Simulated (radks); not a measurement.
Values are calculated unless marked as measured or tabulated.
Question: All-electron atom: Xe+ in [Kr] 4d10 5s2 5p4 5d1 (not the ground configuration). Code: a radial shooting solver on a logarithmic mesh with Libxc functionals. Model: scalar-relativistic Kohn-Sham, exchange-only B88, spin-unpolarised, spherical densities, finite nucleus; Fermi nuclear charge, rms radius 4.7859 fm. Some entries of the table are withheld. Estimate them.

orbital  occ.  eigenvalue (hartree)  <r^2> (bohr^2)
1s          2                   (1)       0.0009637
2s          2             -197.0695         0.01549
2p          6             -176.8982         0.01228
3s          2                   (2)          0.1073
3p          6             -34.14823          0.1075
3d         10             -24.48040         0.09329
4s          2              -7.70582          0.5799
4p          6                   (3)          0.6658
4d         10                   (4)          0.8942
5s          2              -1.13030             (5)
5p          4              -0.67436             (6)
5d          1              -0.17963           17.20

Answer: 
(1) 1s eigenvalue (hartree): -1263.744
(2) 3s eigenvalue (hartree): -40.66322
(3) 4p eigenvalue (hartree): -5.64202
(4) 4d eigenvalue (hartree): -2.63298
(5) 5s <r^2> (bohr^2): 3.658
(6) 5p <r^2> (bohr^2): 5.240
